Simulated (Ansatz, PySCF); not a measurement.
Gas-phase reaction R1 → P1 + P2, each structure at its B3LYP-D3(BJ)/def2-TZVP stationary point, reached from a drawn start (curvature not checked).
R1, C2H6Cd (SMILES [CH3][Cd][CH3]) (charge 0, multiplicity 1):
```xyz
9

Cd    -0.0026    -0.0010     0.0001
C      0.4355    -0.9522     1.8613
C     -0.4361     0.9520    -1.8613
H     -0.4873    -1.2041     2.3849
H      1.0256    -0.2889     2.4945
H      1.0022    -1.8686     1.6933
H     -1.5142     1.0359    -2.0023
H     -0.0204     0.3745    -2.6876
H     -0.0029     1.9526    -1.8830
```
P1, CH3Cd (SMILES [CH3][Cd]) (charge 0, multiplicity 2, Z-matrix in Å and degrees):
```
C
H 1 1.0863
H 1 1.0863 2 112.94
H 1 1.0863 2 112.94 3 129.69
Cd 1 2.3265 2 105.73 4 115.16
```
P2: CH3 (SMILES [CH3]), charge 0, multiplicity 2.

P less R. No zero-point or thermal terms; singlets are restricted closed shells; open shells are unrestricted; no spin–orbit coupling. The spin states of the d-block species are the ones drawn and need not be the lowest.

Correlated levels freeze the cores.

Run with Ansatz (Gaussian orbitals); PySCF for the D3/D4 terms. Each number belongs to the level named beside it. Elements past Kr take the def2 small-core potentials, without spin–orbit coupling.

Problem. What is the computed reaction energy (CCSD(T)/def2-QZVPP)?

Solution. 64.5 kcal/mol

Problem. What reaction energy does CAM-B3LYP-D4/def2-TZVPP give?

Solution. 62.6 kcal/mol

Problem. Predict the reaction energy from B2PLYP-D3(BJ)/def2-TZVPP.

Solution. 61.9 kcal/mol

Ansatz is a first-principles code.
